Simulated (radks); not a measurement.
Polarisability of neutral helium, [He], at imaginary frequency. All-electron calculation, scalar-relativistic Kohn-Sham, LDA (Slater exchange, Perdew-Wang correlation), spin-polarised, spherical densities, finite nucleus; Gaussian nuclear charge, rms radius 1.6755 fm. Program: a radial shooting solver on a logarithmic mesh with Libxc functionals. Response by self-consistent Sternheimer equations with the Hartree and adiabatic LDA kernel, the relativistic mass of each level held fixed and spin-orbit coupling left out.

| w (hartree) | alpha1(iw) (bohr^3) | alpha2(iw) (bohr^5) |
|---|---|---|
| 0.00266 | 1.658 | 3.580 |
| 0.0143 | 1.658 | 3.579 |
| 0.0360 | 1.655 | 3.575 |
| 0.0697 | 1.647 | 3.561 |
| 0.118 | 1.625 | 3.525 |
| 0.186 | 1.579 | 3.449 |
| 0.280 | 1.491 | 3.298 |
| 0.413 | 1.340 | 3.028 |
| 0.605 | 1.114 | 2.599 |
| 0.892 | 0.8303 | 2.013 |
| 1.35 | 0.5369 | 1.351 |
| 2.12 | 0.2906 | 0.7511 |
| 3.59 | 0.1246 | 0.3257 |
| 6.94 | 0.03800 | 0.09917 |
| 17.5 | 0.006364 | 0.01648 |

Static values: alpha1 = 1.658 bohr^3 (0.2458 angstrom^3; uncoupled 1.808), alpha2 = 3.580 bohr^5, alpha3 = 18.64 bohr^7. C6 = 1.865, C8 = 21.46, triple-dipole C9 = 2.253 atomic units. One-pole (London) frequency 4 C6 / (3 alpha1^2) = 0.904 hartree, against 0.570 for minus the highest occupied eigenvalue. Recommended static value: 1.38375 bohr^3 (Schwerdtfeger and Nagle, 2023 table).
